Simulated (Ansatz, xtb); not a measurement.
Two structures of AsH3SnTe

Structure a is a singlet given by its coordinates and structure b is a singlet given by its coordinates. Both are isolated molecules in the gas phase, relaxed with B3LYP-D3(BJ)/def2-SVP.

a (Å):

```yaml
atoms:
  - { symbol: As, position_ang: [1.0965, -0.2083, 0.4189] }
  - { symbol: Sn, position_ang: [-2.5294, -2.0281, 0.4390] }
  - { symbol: Te, position_ang: [-1.4324, 0.5096, 0.6805] }
  - { symbol: H, position_ang: [-0.8916, -2.7383, 0.2654] }
  - { symbol: H, position_ang: [1.6306, 1.2262, 0.5522] }
  - { symbol: H, position_ang: [1.3085, -0.4524, 1.9171] }
```

Close contacts (Å): As1–Te3 2.64, Sn2–Te3 2.78, As1–H5 1.54, As1–H6 1.53, Sn2–H4 1.79.

b (Å):

```yaml
atoms:
  - { symbol: As, position_ang: [-0.2291, -1.6163, -0.5209] }
  - { symbol: Sn, position_ang: [0.8009, 0.0132, 2.1274] }
  - { symbol: Te, position_ang: [0.8396, 0.7667, -0.6421] }
  - { symbol: H, position_ang: [0.3163, -1.9905, 0.9153] }
  - { symbol: H, position_ang: [-1.5904, -1.2141, 0.0608] }
  - { symbol: H, position_ang: [-0.9574, 0.3397, 2.2942] }
```

Close contacts (Å): As1–Sn2 3.28, As1–Te3 2.61, Sn2–Te3 2.87, As1–H4 1.58, As1–H5 1.53, Sn2–H4 2.39, Sn2–H6 1.80.

Estimate E(b) − E(a) at the level CCSD(T)/def2-SVP + ΔMP2/def2-TZVPP.

Calculated at CCSD(T)/def2-SVP + ΔMP2/def2-TZVPP: E(b) − E(a) = +2.3 kcal/mol, so structure a lies lower.

Level by level:

| level | geometry | E(b) − E(a) (kcal/mol) | departure from the last row (kcal/mol) | job, with rough time for the two |
| --- | --- | --- | --- | --- |
| B3LYP-D3(BJ)/def2-SVP | B3LYP-D3(BJ)/def2-SVP | +4.3 | +2.0 | optimisation, 84 s |
| HF/def2-SVP | B3LYP-D3(BJ)/def2-SVP | +7.6 | +5.3 | part of the CCSD(T) run |
| MP2/def2-SVP | B3LYP-D3(BJ)/def2-SVP | +3.6 | +1.3 | part of the CCSD(T) run |
| CCSD(T)/def2-SVP | B3LYP-D3(BJ)/def2-SVP | +4.9 | +2.6 | single point |
| CCSD(T)/def2-SVP + ΔMP2/def2-TZVPP | B3LYP-D3(BJ)/def2-SVP | +2.3 |  | single point, 29 s |

None of the levels shown reverses the order. The largest departure from CCSD(T)/def2-SVP + ΔMP2/def2-TZVPP is that of HF/def2-SVP, 5.3 kcal/mol. Levels run at GFN2-xTB geometries aren't shown. The last row adds to CCSD(T) the change of the MP2 difference between the two basis sets, here −2.6 kcal/mol.

With harmonic frequencies from B3LYP-D3(BJ)/def2-SVP (ideal gas, rigid rotor, one conformer each, 298.15 K, 1 atm): the zero-point term adds 0.0 kcal/mol; ΔH is +2.0 and ΔG +3.1 kcal/mol.

The correlated steps freeze 17 core orbitals; the filled d shell of As and Sn and Te is correlated, in a basis made for valence electrons. Atoms past krypton carry core potentials in the def2 sets and no spin–orbit term is included. Programs: Ansatz 0.2.0; the last row on 1 thread of AMD EPYC 9R45 96-Core Processor (Zen 5) on a shared host.
